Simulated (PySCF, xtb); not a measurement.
BiBr2, SMILES [Br][Bi][Br], multiplicity 2.

Harmonic wavenumbers (cm⁻¹) from GFN2-xTB run with xtb at its own minimum, in rising order: 64, 194, 217.

### Question
What does PySCF with PBE-D3(BJ)/def2-SVP give at its own minimum? (Estimate from the structure and the level; the computed values follow.)

### Answer
62, 214, 219. Paired by order, the mean absolute difference is 8 cm⁻¹ and the zero-point energies are 0.7 and 0.7 kcal/mol.
